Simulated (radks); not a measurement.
Results of a calculation; reference values are marked as such.
Bi4+, configuration [Kr] 4d10 4f14 5s2 5p5.5 5d10 6s1 7s0.5 (fractional occupations, a model configuration). Level of theory: scalar-relativistic Kohn-Sham, PBE, spin-polarised, spherical densities, finite nucleus; open shells are filled with parallel spins first (spin-orbit coupling, left out, can overturn this in heavy ions); Fermi nuclear charge, rms radius 5.5211 fm (a radial shooting solver on a logarithmic mesh with Libxc functionals).

Radial electron density D(r) = 4 pi r^2 rho(r):

```
   r/bohr * D(r) (the largest magnitude, 153, reaches the edge; | marks zero)
 0.001328 |      *
 0.001814 |          *
 0.002478 |               *
 0.003385 |                     *
 0.004662 |                             *
 0.006369 |                                    *
 0.008701 |                                        *
  0.01189 |                                         *
  0.01624 |                                     *
  0.02236 |                                     *
  0.03055 |                                           *
  0.04174 |                                                      *
  0.05702 |                                                      *
   0.0779 |                                             *
   0.1064 |                                               *
   0.1466 |                                                    *
   0.2002 |                                   *
   0.2735 |                               *
   0.3737 |                                  *
   0.5105 |                    *
   0.6974 |          *
   0.9605 |       *
    1.312 |   *
    1.793 |*
    2.449 *
    3.346 *
    4.571 *
    6.294 *
    8.599 *
```

D(r) has 4 maxima, at r = 0.0104, 0.0490, 0.135, 0.345 bohr, and minima at 0.0203, 0.0871, 0.247 bohr, inside which lie 1.88, 11.01, 30.12 electrons.
